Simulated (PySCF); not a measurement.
Vertical excitations of a molecule C3H3F3 from PySCF with TDDFT-PBE/def2-SVPD, as energy in eV (oscillator strength): 6.76 (0.005), 7.39 (0.019), 7.60 (0.003), 7.94 (0.009), 8.00 (0.005), 8.29 (0.016), 8.43 (0.024), 8.84 (0.017), 8.92 (0.055), 9.21 (0.024). Lowest triplet (TDA): 6.39 eV. Coordinates come from a PBE0-D3(BJ)/def2-SVP optimisation. The values are those of a single conformer.

Problem. Which molecule gave these data?
A) F[C@H]1CC1(F)F
B) F[C@H]1[C@H](F)[C@H]1F
C) F/C=C\C(F)F
D) CC(F)=C(F)F

Solution. A, F[C@H]1CC1(F)F
